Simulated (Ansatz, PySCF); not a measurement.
Zn(F)(Et) (C2H5FZn), SMILES [Zn]([CH2]C)[F]. Atoms are numbered in the order given.

```xyz
9

Zn     0.2561     0.2163     0.4328
F      0.9872     1.3076     1.5951
C     -0.5520    -1.0010    -0.8501
C     -1.1633    -0.3279    -2.0849
H     -1.3157    -1.5842    -0.3073
H      0.2276    -1.7235    -1.1472
H     -0.4142     0.2379    -2.6625
H     -1.9665     0.3780    -1.8177
H     -1.6043    -1.0717    -2.7718
```
Charge 0, spin multiplicity 1.

Coordinates come from a B3LYP-D3(BJ)/def2-SVP optimisation. The structure was generated by enumeration; whether it is a known compound was not checked. The values are those of a single conformer.

Two levels are set side by side: PBE-D3(BJ)/def2-SVP (Ansatz, a quantum-chemistry and plane-wave program) and B3LYP-D3(BJ)/def2-SVP (Ansatz). Each level has its own optimised geometry; the coordinates shown are those of the second. Frequencies come from the Hessian of PySCF at each geometry. Differences are taken from unrounded values.

```json
[
 {"quantity": "mean bond length (Å)", "B3LYP-D3(BJ)": "1.343"},
 {"quantity": "bond Zn1–F2 (Å)", "B3LYP-D3(BJ)": "1.754"},
 {"quantity": "bond Zn1–C3 (Å)", "B3LYP-D3(BJ)": "1.944"},
 {"quantity": "bond C3–C4 (Å)", "B3LYP-D3(BJ)": "1.534"},
 {"quantity": "bond C3–H5 (Å)", "B3LYP-D3(BJ)": "1.104"},
 {"quantity": "bond C3–H6 (Å)", "B3LYP-D3(BJ)": "1.104"},
 {"quantity": "bond C4–H7 (Å)", "B3LYP-D3(BJ)": "1.102"},
 {"quantity": "bond C4–H8 (Å)", "B3LYP-D3(BJ)": "1.102"},
 {"quantity": "bond C4–H9 (Å)", "B3LYP-D3(BJ)": "1.104"},
 {"quantity": "highest harmonic wavenumber (cm⁻¹)", "B3LYP-D3(BJ)": "3105"},
 {"quantity": "mean harmonic wavenumber (cm⁻¹)", "B3LYP-D3(BJ)": "1385"},
 {"quantity": "zero-point energy (kcal/mol)", "B3LYP-D3(BJ)": "41.58"}
]
```

Q: What does PBE-D3(BJ) give, and how far is it from B3LYP-D3(BJ)? (The exact figures need the calculation; the answer reports its results.)

A: 
```
quantity                            PBE-D3(BJ)  PBE-D3(BJ) minus B3LYP-D3(BJ)
----------------------------------  ----------  -----------------------------
mean bond length (Å)                     1.348                          0.004
bond Zn1–F2 (Å)                          1.758                          0.004
bond Zn1–C3 (Å)                          1.936                         -0.009
bond C3–C4 (Å)                           1.534                          0.000
bond C3–H5 (Å)                           1.112                          0.008
bond C3–H6 (Å)                           1.112                          0.008
bond C4–H7 (Å)                           1.109                          0.007
bond C4–H8 (Å)                           1.109                          0.007
bond C4–H9 (Å)                           1.112                          0.008
highest harmonic wavenumber (cm⁻¹)        3055                            -50
mean harmonic wavenumber (cm⁻¹)           1353                            -32
zero-point energy (kcal/mol)             40.62                          -0.96
```

Exact exchange shortens and stiffens bonds; PBE has none. Differences between two approximate levels are no errors against the true value.
